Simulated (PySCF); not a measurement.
InB: from constants to spectrum

UHF-CCSD(T) constants of InB, ³Π (triplet), unpaired electrons σ ↑, π ↑ (PySCF, scalar-relativistic core potentials, basis sets In cc-pVDZ-PP with ECP28, B cc-pVDZ; masses 114.9039 and 11.0093 u):

| Property | Result |
| --- | --- |
| ωe | 377.4 cm⁻¹ |
| ωexe | 2.32 cm⁻¹ |
| Be | 0.27961 cm⁻¹ |
| αe | 0.00250 cm⁻¹ |
| De to In + B | 1.34 eV |

Task: What force constant and bond length do these constants imply?

Result: Reduced mass μred = 10.047 u; k = 5.8918×10⁻⁷·μred·ωe² (u, cm⁻¹, mdyn/Å) = 0.843 mdyn/Å; Re = √(16.8576/(μred·Be)) (u, cm⁻¹, Å) = 2.450 Å.

Task: Estimate the centrifugal constant D from the Kratzer relation and find the Dunham coefficient a1.

Result: D = 4Be³/ωe² = 6.14e-07 cm⁻¹; a1 = −1 − αeωe/(6Be²) = -3.01.

Correlated steps freeze 5 core orbitals. Correlated levels converge slowly with the basis: in double zeta they bind strong bonds too weakly, by up to about 1 eV, and carry superposition errors of some tenths. These are scalar-relativistic numbers at best; spin–orbit coupling would shift them, the dissociation energy most. The state is the lowest determinant that a PBE0 search found; another state may lie lower at other levels.
